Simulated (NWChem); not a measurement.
# CuPH3I; SMILES [PH3]->[Cu][I]

Program: NWChem. Structure relaxed at the PBE0/def2-SVP level. def2 effective core potentials on I; no spin-orbit coupling. Vertical excitations in the gas phase; the lowest state need not have the same character in each row.

Task: Order these by “lowest excitation, singlet (eV)”, lowest first: B3LYP/def2-SVP, TDA; Hartree-Fock/def2-SVP, CIS; PBE/def2-SVP, TDA; BHandHLYP/def2-SVP, TDA.

Result: PBE/def2-SVP, TDA (3.68), B3LYP/def2-SVP, TDA (4.32), BHandHLYP/def2-SVP, TDA (5.02), Hartree-Fock/def2-SVP, CIS (5.88)
